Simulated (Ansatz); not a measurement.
Two members of one family (Series AsH2X), computed with Ansatz in the gas phase. The two geometries come from different levels. Binding counts from free atoms in the multiplicity of their measured ground term, without zero-point energy. A dash marks a value that wasn't run or was left out as unsound. The structures are stationary points that may keep the symmetry of their start.

First: AsH2(iPr) (singlet, charge 0, r2SCAN-D4/def2-SVP geometry).

Cartesian coordinates in Å:
```
As 1.655 -0.476 -0.892
H 1.110 -1.063 -2.193
H 1.994 0.846 -1.576
C -0.131 0.129 -0.208
C 0.077 1.113 0.940
C -0.946 -1.088 0.220
H -0.644 0.640 -1.040
H 0.643 2.004 0.624
H 0.625 0.644 1.774
H -0.894 1.458 1.337
H -1.931 -0.777 0.609
H -1.122 -1.782 -0.617
H -0.436 -1.648 1.022
```

| level | HOMO (eV) | LUMO (eV) | gap (eV) | vertical IE (eV) | vertical triplet (eV) | binding per atom (eV) |
| --- | --- | --- | --- | --- | --- | --- |
| PBE-D4/def2-SVP | -5.91 | -0.24 | 5.68 | – | – | 3.76 |
| PBE-D4/def2-TZVP | -5.99 | -0.53 | 5.46 | 9.10 | 5.10 | 3.74 |
| r2SCAN-D4/def2-TZVP | -6.24 | -0.19 | 6.05 | 9.15 | 5.17 | 3.69 |
| PBE0-D4/def2-SVP | -7.04 | 0.60 | 7.64 | – | – | 3.72 |
| PBE0-D4/def2-TZVP | -7.08 | 0.28 | 7.36 | 9.21 | 5.21 | 3.69 |

Second: AsH2(SiMe3) (singlet, charge 0, PBE-D4/def2-SVP geometry).

```xyz
16

As   -1.510   -1.313   -1.471
H    -0.576   -2.531   -1.323
H    -2.331   -1.750   -0.240
Si   -0.057    0.036   -0.114
C     1.462    0.457   -1.165
C    -0.998    1.619    0.330
C     0.475   -0.866    1.464
H     2.154    1.118   -0.600
H     1.175    0.983   -2.098
H     2.023   -0.456   -1.447
H    -1.315    2.168   -0.580
H    -1.906    1.395    0.927
H    -0.356    2.297    0.932
H    -0.403   -1.125    2.090
H     1.013   -1.806    1.226
H     1.151   -0.227    2.070
```

Task: Estimate how these quantities change from the first to the second (second minus first).

Result: 
```json
{"level": "PBE-D4/def2-SVP", "Δ HOMO (eV)": "0.07", "Δ LUMO (eV)": "0.16", "Δ gap (eV)": "0.10", "Δ vertical IE (eV)": "–", "Δ vertical triplet (eV)": "–", "Δ binding per atom (eV)": "-0.06"}
{"level": "PBE-D4/def2-TZVP", "Δ HOMO (eV)": "0.08", "Δ LUMO (eV)": "0.16", "Δ gap (eV)": "0.08", "Δ vertical IE (eV)": "-0.33", "Δ vertical triplet (eV)": "0.16", "Δ binding per atom (eV)": "-0.04"}
{"level": "r2SCAN-D4/def2-TZVP", "Δ HOMO (eV)": "0.08", "Δ LUMO (eV)": "0.14", "Δ gap (eV)": "0.06", "Δ vertical IE (eV)": "–", "Δ vertical triplet (eV)": "0.18", "Δ binding per atom (eV)": "-0.02"}
{"level": "PBE0-D4/def2-SVP", "Δ HOMO (eV)": "0.10", "Δ LUMO (eV)": "0.16", "Δ gap (eV)": "0.06", "Δ vertical IE (eV)": "–", "Δ vertical triplet (eV)": "–", "Δ binding per atom (eV)": "-0.05"}
{"level": "PBE0-D4/def2-TZVP", "Δ HOMO (eV)": "0.12", "Δ LUMO (eV)": "0.12", "Δ gap (eV)": "0.00", "Δ vertical IE (eV)": "-0.31", "Δ vertical triplet (eV)": "0.20", "Δ binding per atom (eV)": "-0.03"}
```
